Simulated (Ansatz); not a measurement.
Program: Ansatz. Geometries: PBE0-D4/def2-TZVP. ΔE: electronic, gas phase. CBS: MP2 limit from def2 TZ/QZ plus the TZ coupled-cluster correction, frozen cores. Functionals use def2-TZVPP. HSE06 is defined as in plane-wave codes. Elements past krypton have def2 core potentials. For Nb outer-core shells are correlated without core-valence functions, which leaves a few kJ/mol of doubt a bond. Each species was taken in one conformer, which may not be the lowest.

Reaction (formal exchange of groups at the Nb–F bond): `[NH2][Nb]([NH2])(=[O])[F]` + `CC(C)N` → `[NH2][Nb]([NH2])([NH2])=[O]` + `CC(C)F`

| level | ΔE (kJ/mol) | difference from CCSD(T)/CBS |
| --- | --- | --- |
| B97M-V | 96.3 | 3.3 |
| ωB97M-V | 94.0 | 1.0 |
| B2PLYP | 93.1 | 0.1 |
| r2SCANh | 93.8 | 0.8 |
| HSE06 | 93.2 | 0.2 |
| MP2/def2-SVP | 107.9 | 14.9 |
| CCSD/def2-SVP | 102.0 | 9.0 |
| HF/def2-TZVPP | 89.6 | -3.4 |
| MP2/def2-QZVPP | 97.6 | 4.6 |
| MP2/CBS(def2) | 97.4 | 4.4 |
| CCSD(T)/CBS | 93.0 | 0 |

Largest T1 diagnostic among the species: 0.022, so the coupled-cluster value is less sure than usual.

In def2-TZVPP, CCSD(T) changes the Hartree–Fock value by +3.3 kJ/mol (the triples alone add −0.2 kJ/mol) and MP2 by +7.7 kJ/mol. Leaving LDA and LC-ωPBE aside and taking each functional with its dispersion term where it has one, the values, not all of them listed here, spread over 7.2 kJ/mol, from BHLYP-D4 to revPBE-D4. At CCSD(T), def2-SVP lies +9.1 kJ/mol from the extrapolated value and def2-TZVPP −0.1 kJ/mol.
